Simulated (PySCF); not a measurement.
HSe, SMILES [SeH], multiplicity 2. Coordinates come from a B3LYP-D3(BJ)/def2-TZVPD optimisation.

All values below come from B3LYP-D3(BJ)/def2-TZVPD (PySCF).

Harmonic wavenumbers (cm⁻¹): 2399. Rotational constants (GHz): 233.4 (linear); symmetry number 1.

Q: Work out the zero-point energy and the ideal-gas rigid-rotor harmonic-oscillator thermochemistry at 298.15 K and 1 atm.

A: ZPE = ½ Σ hcν = ½ × 2399 cm⁻¹ = 14.35 kJ/mol. H − E(el) = 23.03 kJ/mol. Entropy in J/(mol K): translation 163.39, rotation 35.60, vibration 0.00, spin 5.76, total 204.76. G − E(el) = -38.02 kJ/mol. Cp = 29.11 J/(mol K).
